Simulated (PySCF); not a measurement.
A structure optimised at r2SCAN-D4/def2-SVP, used in a PySCF frequency run:

```
B
O 1 1.3499
H 2 0.9786 1 107.54
C 1 1.5504 2 122.18 3 180.00
C 4 1.3467 1 122.16 2 0.00
H 5 1.0965 4 122.74 1 180.00
H 5 1.0967 6 116.64 4 180.00
H 4 1.0993 5 117.96 6 0.00
C 1 1.6214 2 112.66 3 0.00
O 9 1.2213 1 117.78 2 0.00
H 9 1.1260 10 118.99 3 180.00
```
Charge 0, spin multiplicity 1.

### Question
Write its SMILES, formula and point group.

### Answer
C=CB(O)C=O, C₃H₅BO₂, Cs

### Question
What are its rotational constants (standard atomic weights)?

### Answer
9.6241, 2.0652, 1.7004 GHz
